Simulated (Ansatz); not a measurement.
Reaction (cleavage of the Ge–Si bond): `O[SiH]([SiH3])[GeH3]` + `OC[TeH]` → `OC[Te][GeH3]` + `O[SiH2][SiH3]`

Isolated molecules relaxed with PBE0-D4/def2-TZVP in Ansatz; ΔE leaves out vibrations. CBS: MP2 limit from def2 TZ/QZ plus the TZ coupled-cluster correction, frozen cores. DFT in def2-TZVPP. def2 core potentials past Kr. For Ge, Te outer-core shells are correlated without core-valence functions, which leaves a few kJ/mol of doubt a bond. Scalar relativity is left out up to krypton. One conformer a species, not always the lowest.

Question: Is it downhill or uphill in electronic energy at CCSD(T)/CBS, and by how much? (Best estimate.)

Answer: Computed: Downhill: ΔE = -0.48 eV.

Question: What do these levels give: PBE-D4, ωB97M-V, PBE, HF/def2-TZVPP, CCSD(T)/def2-TZVPP, HF/CBS(def2)? (An estimate is asked.)

Answer: Computed: PBE-D4 -0.40, ωB97M-V -0.47, PBE -0.41, HF/def2-TZVPP -0.58, CCSD(T)/def2-TZVPP -0.45, HF/CBS(def2) -0.59 eV.

Largest T1 diagnostic among the species: 0.013.

From PBE to PBE0 (25 % exact exchange), in def2-TZVPP and without D4, ΔE moves by −0.04 eV. In def2-TZVPP, CCSD(T) changes the Hartree–Fock value by +0.13 eV (the triples alone add +0.00 eV) and MP2 by +0.03 eV.
